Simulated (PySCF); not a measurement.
Harmonic spectrum computed at PBE0 in the def2-TZVP basis family (core potentials from Rb on, PySCF, no spin–orbit coupling):

```json
{"ω (cm⁻¹)": "505", "IR (km/mol)": "20.9"}
{"ω (cm⁻¹)": "663", "IR (km/mol)": "137"}
{"ω (cm⁻¹)": "1952", "IR (km/mol)": "134"}
```

Task: Which molecule gave it? In each, all ligands are bound to the one heavy central atom.
A. WHF (quintet)
B. SnHF (singlet)
C. TaHF (quartet)
D. ZrHF (triplet)
E. RuHF (quintet)

Result: A. It has Cs symmetry with W–F 1.874 Å, W–H 1.721 Å.
